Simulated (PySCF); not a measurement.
Species: C8H7Cl.
Numbering: `[Cl:1][c:2]1[cH:3][cH:4][cH:5][c:6]2[c:7]1[CH2:8][CH2:9]2` (hydrogens: H10 on C3; H11 on C4; H12 on C5; H13, H14 on C8; H15, H16 on C9)

Level: PBE0/def2-SVPD in PySCF, non-relativistic, on one gas-phase PBE0-D3(BJ)/def2-SVP geometry that isn't relaxed in the solvent. The solvent is an IEF-PCM continuum (Bondi radii, 1.10 Å for H, scaled by 1.2), and excitations are vertical TDDFT with non-equilibrium linear response and a frozen core. The model holds no explicit solvent molecules, cavitation or dispersion.

Gas-phase singlets (H = HOMO, L = LUMO):

| state | E (eV) | λ (nm) | f | leading configuration |
| --- | --- | --- | --- | --- |
| S1 | 5.220 | 238 | 0.008 | H-1→L 52% |
| S2 | 5.797 | 214 | 0.064 | H→L 70% |
| S3 | 6.484 | 191 | 0.000 | H→L+2 84% |
| S4 | 6.540 | 190 | 0.494 | H→L+1 51% |
| S5 | 6.593 | 188 | 0.489 | H-1→L+1 67% |

Task: Give the list for chloroform (ε = 4.711), n² = 2.09.

Result: 
| state | E (eV) | λ (nm) | f | leading configuration | change by rank (eV) |
| --- | --- | --- | --- | --- | --- |
| S1 | 5.225 | 237 | 0.018 | H-1→L 54% | +0.005 |
| S2 | 5.781 | 214 | 0.090 | H→L 69% | -0.016 |
| S3 | 6.416 | 193 | 0.672 | H→L+1 57% | -0.068 |
| S4 | 6.457 | 192 | 0.646 | H-1→L+1 71% | -0.083 |
| S5 | 6.473 | 192 | 0.001 | H→L+2 90% | -0.120 |

Task: How do the frontier levels move from gas to chloroform?

Result: 
```csv
orbital,gas (eV),solvent (eV),change (eV),"Löwdin shares, gas","Löwdin shares, solvent"
LUMO+2,0.67,0.66,-0.01,"Cl1 40 %, C2 14 %, C8 8 %, C9 5 %","Cl1 53 %, C2 18 %, C8 5 %"
LUMO+1,-0.31,-0.28,+0.03,"C4 21 %, C3 18 %, C7 17 %, C6 16 %","C4 21 %, C3 18 %, C7 17 %, C6 16 %"
LUMO,-0.61,-0.59,+0.02,"C2 21 %, C5 21 %, C6 10 %, C3 10 %","C2 22 %, C5 21 %, C3 10 %, C6 10 %"
HOMO,-7.07,-7.10,-0.03,"Cl1 22 %, C2 20 %, C5 19 %, C7 10 %","Cl1 20 %, C2 20 %, C5 19 %, C7 11 %"
HOMO-1,-7.21,-7.18,+0.03,"C3 21 %, C6 19 %, C4 17 %, C7 16 %","C3 22 %, C6 20 %, C4 16 %, C7 15 %"
HOMO-2,-8.82,-8.90,-0.08,"Cl1 65 %, C2 10 %, C7 7 %, C6 4 %","Cl1 56 %, C2 10 %, C7 9 %, C9 7 %"
HOMO-3,-9.40,-9.31,+0.09,"C8 17 %, C6 15 %, C7 12 %, C5 11 %","C8 18 %, C6 14 %, C9 11 %, C5 11 %"
```

The HOMO–LUMO gap goes from 6.47 to 6.52 eV.

Rough CPU time on one thread of a shared machine: about 80 s. This is the whole response run at PBE0/def2-SVPD in chloroform, SCF included.
